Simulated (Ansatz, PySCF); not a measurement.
Torsion H3–S1–S2–H4 in H2S2 (SMILES SS); at each angle all else is relaxed with GFN2-xTB, and the levels are single points there.
Geometry at 100° (charge 0, multiplicity 1):
```
atom    x (Å)    y (Å)    z (Å)
----  -------  -------  -------
S     -0.9280   0.5481   0.4254
S      0.9248   0.3984  -0.4292
H     -1.5526  -0.3714  -0.3223
H      0.8478   1.4700  -1.2295
```
Energies count from the point at 100°.

Cores are frozen in the correlated methods. CBS(a, b) extrapolates the correlation energy as X⁻³ and adds the Hartree–Fock energy of set b. Rows in 6-31G*, LANL2DZ carry no dispersion term and start afresh at each structure (6-31G* with six Cartesian d functions). LANL2DZ brings its own core potentials from Na on.

Run with Ansatz (Gaussian orbitals); PySCF for 6-31G* rows, LANL2DZ rows. Values without a source in brackets are computed.

Energies in meV.

```tsv
dihedral (°)	BP86/6-31G*	r2SCAN/def2-TZVPP	B3LYP/LANL2DZ	CCSD(T)/CBS(cc-pV(T+d)Z, cc-pV(Q+d)Z)
0	362.0	368.4	194.5	340.6
20	316.7	321.8	172.4	296.5
40	203.8	207.0	112.6	190.0
60	80.8	81.8	46.2	75.2
80	2.8	2.3	3.3	2.3
100	0.0	0.0	0.0	0.0
120	64.2	67.9	32.5	62.0
140	154.6	165.1	82.6	151.1
160	225.6	242.7	126.1	222.9
180	251.2	271.1	143.3	249.4
```

Ansatz is a first-principles code.
